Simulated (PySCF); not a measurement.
Computed shifts of a molecule C2H5FOSi2, PySCF with PBE0/pcSseg-1, GIAO, gas phase, atoms alike by connectivity averaged where their shifts nearly agree, in ppm (number of nuclei): ¹³C: 232.8 (1), 57.2 (1). ²⁹Si: 54.4 (1), -91.4 (1). ¹⁹F: -230.0 (1). ¹H: 6.47 (1), 4.25 (1), 3.99 (1), 3.50 (1), 3.29 (1). References: ¹⁷O against H2O (σ = 334.2 ppm); ¹³C against TMS (σ = 186.3 ppm); ²⁹Si against TMS (σ = 352.7 ppm); ¹⁹F against CFCl3 (σ = 167.2 ppm); ¹H against TMS (σ = 31.56 ppm), references at their B3LYP-D3(BJ)/def2-TZVP geometries, non-relativistic. Geometry optimised at B3LYP-D3(BJ)/def2-SVP. The values are those of a single conformer.

Task: Which molecule gave these data?
(A) O[SiH2]C#C[SiH2]F
(B) C#C[Si@@H](O)[SiH2]F
(C) C=C1O[SiH2][Si@@H]1F
(D) O=C1C[SiH2][Si@@H]1F

Result: D, O=C1C[SiH2][Si@@H]1F
